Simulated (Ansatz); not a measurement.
# Abstraction of H: C2H3ClGe + BH2(NH) → GeH2(CC)Cl + BH2(NH2)

Species: C2H3ClGe `C#[C][GeH2][Cl]`, singlet; BH2(NH), doublet; GeH2(CC)Cl, doublet; BH2(NH2), singlet. A radical takes H: the energy is the difference in strength between the C–H bond broken and the N–H bond made.

Shapes, held fixed at every level: PBE0-D4/def2-TZVP. Programs: Ansatz 0.2.0. The zero-point and thermal change to 298 K, harmonic and unscaled (PBE0-D4/def2-TZVP), is +13.4 kJ/mol.

**Question.** Estimate ΔH(298 K) of this reaction.

**Answer.** B2PLYP/def2-TZVPP gives ΔH(298 K) = +91.4 kJ/mol; the levels span +51.5 to +106.1. The median of the levels is +95.1. No measured value is set beside it here. Spin contamination: GeH2(CC)Cl (⟨S²⟩ up to 1.16). Open shells run unrestricted. Relativity is left out for Ge. Outer-core shells of Ge are correlated, in sets that cover them unevenly.

| level | kind | ΔH(298 K) (kJ/mol) |
| --- | --- | --- |
| HF/def2-SVP | Hartree–Fock | +51.5 |
| HF/def2-TZVPP | Hartree–Fock | +55.8 |
| SPW92/def2-TZVPP | LDA | +106.1 |
| PBE-D4/def2-TZVPP | GGA | +99.9 |
| B3LYP-D4/def2-TZVPP | global hybrid | +100.1 |
| BHLYP-D4/def2-TZVPP | global hybrid | +94.6 |
| wB97M-V/def2-TZVPP | range-separated hybrid | +95.7 |
| B2PLYP/def2-TZVPP | double hybrid | +91.4 |
